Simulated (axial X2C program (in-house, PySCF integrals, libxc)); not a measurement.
## Levels of SnSi⁺ by electron attachment to SnSi²⁺ (EOM-EA-CCSD)

Calculated with an axial X2C code built on PySCF integrals: two-component X2C with atomic mean-field Coulomb and Gaunt terms, Gaussian nuclei, basis Sn dyall-acv3z, Si dyall-av3z with contracted cores.

R = 2.778 Å (1.090 times 2.549 Å, the PBE0 minimum at charge 1 for the lowest determinant).

Levels of SnSi⁺ obtained by attaching an electron to SnSi²⁺:

```json
{"Ω": "1/2", "binding energy (eV)": "12.926", "above lowest (cm⁻¹)": "0", "attached spinor": "48% Si pπ, 34% Sn pπ", "one-particle weight": "0.94"}
{"Ω": "3/2", "binding energy (eV)": "12.844", "above lowest (cm⁻¹)": "655", "attached spinor": "56% Si pπ, 32% Sn pπ", "one-particle weight": "0.93"}
{"Ω": "1/2", "binding energy (eV)": "11.110", "above lowest (cm⁻¹)": "14642", "attached spinor": "48% Sn pπ, 31% Si pπ, 7% Si dπ", "one-particle weight": "0.86"}
{"Ω": "3/2", "binding energy (eV)": "10.797", "above lowest (cm⁻¹)": "17171", "attached spinor": "52% Sn pπ, 28% Si pπ, 8% Si dπ", "one-particle weight": "0.87"}
```

Take the first Ω = 1/2 and Ω = 3/2 rows of π character: how far apart are they, and which lies lower?

E(3/2) − E(1/2) = 655 − 0 = 655 cm⁻¹ at EOM-EA-CCSD: regular, Ω = 1/2 lower. Splittings at this level can be off by ten to twenty per cent.

This point took 30 s on 1 thread of Arm Neoverse V1 (shared host).

Reference electrons by ω block (each with its −ω partner): 1/2: 21, 3/2: 8, 5/2: 2. 16 electrons of SnSi²⁺ correlated (inner shells frozen), 88 natural virtual spinors (a truncated set); levels can be off by some tenths of an eV. Roots sought by Ω: (1/2: 5, 3/2: 4, 5/2: 2, 7/2: 1); the list ends where they run out and leaves out roots under 60 % one-particle weight. The solver can skip a root, and states that need a further excitation, which the method places far too high, are missing though they may lie low or lowest. T1 of the reference 0.021 (Lee–Taylor). The reference was not checked to be the lowest state of its species. Number of frozen shells: Sn 4 s, 3 p, 1 d; Si 2 s, 1 p. Left out with split weight: Ω = 1/2 at 11.07 eV (0.25).
